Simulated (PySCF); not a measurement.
# Working out the ionisation energy of W

W [Xe] 4f14 5d4 6s2 (5D) → W⁺ [Xe] 4f14 5d4 6s1 (6D). Computed with PySCF 2.14 in aug-cc-pVTZ-PP with ECP60MDF (6s6p5d3f2g, 88 functions), with a scalar-relativistic core potential. Frozen: 5s2 5p6. Energies in hartree (1 hartree = 27.21139 eV):

```json
{"part": "UHF", "W (lower)": "-66.680829", "W⁺ (upper)": "-66.464537"}
{"part": "CCSD correlation", "W (lower)": "-0.111902", "W⁺ (upper)": "-0.057207"}
{"part": "(T)", "W (lower)": "-0.006544", "W⁺ (upper)": "-0.001115"}
```

Q: What does Hartree-Fock give?

A: (-66.464537) − (-66.680829) = 0.216292 hartree = 5.886 eV.

Q: What do CCSD and CCSD(T) give?

A: The CCSD correlation energies differ by 0.054695 hartree = 1.488 eV and the triples by 0.005429 hartree = 0.148 eV, so CCSD gives 7.374 eV and CCSD(T) 7.522 eV.

Measured between the centres of the two terms (NIST): 7.825 eV, so CCSD(T) (valence) is off by -0.303 eV.

What remains against the reference includes basis incompleteness, the frozen core and higher excitations.
